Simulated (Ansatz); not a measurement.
A structure relaxed at PBE-D4/def2-SVP in Ansatz, charge 0, singlet:

```xyz
10

Ge    1.5111   -0.4187    0.0469
Ge   -1.5105    0.4216   -0.0458
Ge   -0.2327   -0.6416    1.7888
Ge    0.2332    0.6405   -1.7891
H     0.1666    0.1262    3.0787
H     0.8511    2.0108   -2.1805
H     1.8430    1.0424    0.6139
H    -1.8452   -1.0389   -0.6131
H    -0.1663   -0.1294   -3.0777
H    -0.8503   -2.0127    2.1779
```

**Question.** Give its formula and point group.

**Answer.** the cluster Ge4H6. Point group C2h (tolerance 0.1 Å).

**Question.** Summarise the bond lengths by kind (pairs closer than 1.2 times the sum of covalent radii, bridged metal pairs left out).

**Answer.** 4 × Ge–Ge 2.47 to 2.48 Å; 6 × Ge–H 1.55 to 1.60 Å.

The restricted singlet is unstable towards broken spin symmetry in Hartree–Fock (as tested in another run); at PBE-D4/def2-SVP this wasn't settled. Another isomer (singlet) lies 0.36 eV lower at PBE0-D4/def2-TZVP; other spin states weren't run for this one.
